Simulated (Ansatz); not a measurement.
Ansatz (a quantum-chemistry and plane-wave program) input (RI-MP2/cc-pVTZ):
A basis named .json is the Basis Set Exchange file of that set.

Ansatz 0.2 input:
```yaml
crystal:
  periodic: [false, false, false]
  atoms:
    - {symbol: C, position_ang: [2.54674528, -0.04705246, -0.31440095]}
    - {symbol: C, position_ang: [1.23358905, 0.72354807, -0.35065719]}
    - {symbol: C, position_ang: [0.00704482, -0.15042784, -0.03451589]}
    - {symbol: C, position_ang: [-1.33656223, 0.57477467, -0.22684733]}
    - {symbol: C, position_ang: [-2.54272515, -0.34165685, -0.06922994]}
    - {symbol: O, position_ang: [0.10159550, -0.77784999, 1.17432026]}
    - {symbol: H, position_ang: [2.56947949, -0.82205502, -1.08472218]}
    - {symbol: H, position_ang: [2.68177655, -0.53270224, 0.65195987]}
    - {symbol: H, position_ang: [3.39586080, 0.61641440, -0.48523186]}
    - {symbol: H, position_ang: [1.08481227, 1.18050080, -1.33257912]}
    - {symbol: H, position_ang: [1.25374579, 1.54141593, 0.37563504]}
    - {symbol: H, position_ang: [0.02274799, -1.01120513, -0.74287012]}
    - {symbol: H, position_ang: [-1.38106277, 1.38889983, 0.50255958]}
    - {symbol: H, position_ang: [-1.33613580, 1.04036403, -1.21595671]}
    - {symbol: H, position_ang: [-2.52774836, -0.83425599, 0.90291418]}
    - {symbol: H, position_ang: [-3.47500621, 0.21869373, -0.15424704]}
    - {symbol: H, position_ang: [-2.54978438, -1.11838401, -0.83811595]}
basis:
  gaussian:
    orbitals: cc-pVTZ
    fitting: {mean_field: def2-universal-jkfit, correlation: cc-pVTZ-RIFIT.json}
magnetization: {spin_polarized: true, initial_magnetization: 1}
correlation: {method: mp2, electrons: outside_noble_gas}
```

Output:

```
Functional definition: HF
integrals: 0.58 GiB planned
650 factors; integrals over basis functions are off by at most 9.4e-1 eV
0.72 GiB of device memory are held for the factors and their scratch space
mean field: 1.37 GiB planned
mean field evaluation 1: about -7358.1701 eV, gradient 3.1e1 eV
mean field evaluation 2: about -7363.1202 eV, gradient 1.9e1 eV
mean field evaluation 4: about -7365.0224 eV, gradient 2.8e0 eV
mean field evaluation 8: about -7365.1751 eV, gradient 8.9e-4 eV
mean field evaluation 16: about -7365.1015 eV, gradient 2.5e-1 eV
mean field evaluation 32: about -7365.1750 eV, gradient 1.3e-1 eV
mean field -7365.17509289 eV, -270.6651923688 hartree, gradient 2.6e-6 eV, S^2 0.759957; 5 other end points of the search recorded, 0 dependent functions left out
6 core orbitals not correlated
816 factors; their error is unknown
reference -7365.17509289 eV, -270.6651923688 hartree; 19, 18 occupied and 309, 310 virtual orbitals, 816 factors
second order -29.00963357 eV of doubles, -0.00000000 eV of singles
Total energy: -7394.18472646 eV, -271.7312767389 hartree
```

It need not be the lowest isomer of its formula.
